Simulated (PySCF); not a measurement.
# Ionisation energy of Pm(44+) by level of theory

Pm(44+) [Ne] 3s2 3p5 [3p1/2^2 3p3/2^3, M_J = 3/2] → Pm(45+) [Ne] 3s2 3p4 [3p1/2^2 3p3/2^2, M_J = 2], as a difference of total energies. All numbers are calculated (PySCF 2.14, the two-component X2C-1e Hamiltonian, in an uncontracted even-tempered set (18 s from 10 bohr⁻², ratio 2.4; 14 p from 13 bohr⁻², ratio 2.4; 4 d from 50 bohr⁻², ratio 2.6; 4 f from 75 bohr⁻², ratio 2.6)). Correlated levels: 1s2 frozen; the 54 highest virtual spinors dropped. "Screened" scales the spin-orbit matrix elements by Boettger's factors to mimic the two-electron term; Breit and QED terms are absent.

```json
{"method": "GHF (spin-free)", "ionisation energy (eV)": "3655.8"}
{"method": "GMP2 (spin-free)", "ionisation energy (eV)": "3656.8"}
{"method": "GHF (screened spin-orbit)", "ionisation energy (eV)": "3615.5"}
{"method": "GMP2 (screened spin-orbit)", "ionisation energy (eV)": "3616.5"}
```

Breit and QED terms and the two-electron picture change are absent.

The spin-free rows relax to the high-spin LS determinant and lack the spin-orbit shift.

The labels give the starting determinants; with spin-orbit coupling the two ends relaxed to ⟨J²⟩ = 3.75, ⟨L²⟩ = 2.02, ⟨S²⟩ = 0.77 and ⟨J²⟩ = 6.00, ⟨L²⟩ = 3.20, ⟨S²⟩ = 1.42.

For comparison: 3613 ± 4 eV (theoretical estimate listed by NIST; NIST Atomic Spectra Database, ionization energies).
